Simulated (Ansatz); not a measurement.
The same molecule with X = Ti, Zr, Hf. Ansatz, PBE0-D4/def2-TZVP geometries, multiplicity 1. Each molecule was computed in one conformer, which needn't be the lowest.

Elements past krypton have def2 core potentials. Scalar relativity is left out up to krypton.

```tsv
X	molecule	mean X–N bond length / Å	mean X–O bond length / Å	HOMO–LUMO gap (PBE0/def2-TZVPP) / eV	HOMO energy (PBE/def2-TZVPP) / eV	LUMO energy (B3LYP/def2-TZVPP) / eV
Ti	`CC(C)[NH][Ti]([OH])([OH])[OH]`	1.879	1.809	5.77	-5.47	-1.32
Zr	`CC(C)[NH][Zr]([OH])([OH])[OH]`	2.042	1.939	6.39	-5.10	-0.30
```

(1) Give the row for X = Hf, `CC(C)[NH][Hf]([OH])([OH])[OH]`. (An estimate is asked.)

Answers

(1) The calculation gave: 
| X | molecule | mean X–N bond length / Å | mean X–O bond length / Å | HOMO–LUMO gap (PBE0/def2-TZVPP) / eV | HOMO energy (PBE/def2-TZVPP) / eV | LUMO energy (B3LYP/def2-TZVPP) / eV |
| --- | --- | --- | --- | --- | --- | --- |
| Hf | `CC(C)[NH][Hf]([OH])([OH])[OH]` | 2.045 | 1.941 | 6.50 | -5.05 | -0.17 |

From Ti to Hf the mean X–N bond length rises at each step, by 0.166 Å in all; the mean X–O bond length rises at each step, by 0.132 Å in all; the HOMO–LUMO gap (PBE0/def2-TZVPP) rises at each step, by 0.73 eV in all; the HOMO energy (PBE/def2-TZVPP) rises at each step, by 0.42 eV in all; the LUMO energy (B3LYP/def2-TZVPP) rises at each step, by 1.15 eV in all.

Positive LUMOs are unbound, so they and the gaps depend on the basis.

B3LYP here is the variant with VWN-RPA as its local correlation; programs differ in this.
